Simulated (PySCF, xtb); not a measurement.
Zn(OMe)(SH) (CH4OSZn), SMILES C[O][Zn][SH]. The values are those of a single conformer.

Harmonic wavenumbers (cm⁻¹) from GFN2-xTB (xtb) at its own minimum, in rising order: 59, 71, 122, 141, 214, 280, 383, 615, 1073, 1140, 1143, 1411, 1469, 1482, 2483, 2905, 2911, 2928.

What does PBE-D3(BJ)/def2-SVP run with PySCF give at its own minimum? (The exact figures need the calculation; the answer reports its results.)

72, 76, 82, 136, 222, 365, 598, 628, 1113, 1125, 1153, 1419, 1422, 1428, 2604, 2868, 2921, 2969. Paired by order, the mean absolute difference is 43 cm⁻¹ and the zero-point energies are 29.8 and 30.3 kcal/mol.
